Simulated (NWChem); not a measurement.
Species: MgH$_{2}$S; SMILES [MgH][SH]

```xyz
4

Mg     0.2335    -1.1423     0.0000
H      0.3869    -2.8293     0.0000
S      0.0624     1.1706     0.0000
H     -1.2907     1.1478     0.0000
```
Atoms are numbered in this order, from 1.

All runs: NWChem. Coordinates come from a PBE0/def2-SVP optimisation. Static field.

**Question.** Estimate the computed values for PBE/aug-cc-pVDZ. Quantities: isotropic polarisability (bohr³); anisotropy (bohr³).

**Answer.** 
```
Item                              Result
--------------------------------  ------
isotropic polarisability (bohr³)    56.5
anisotropy (bohr³)                  22.4
```
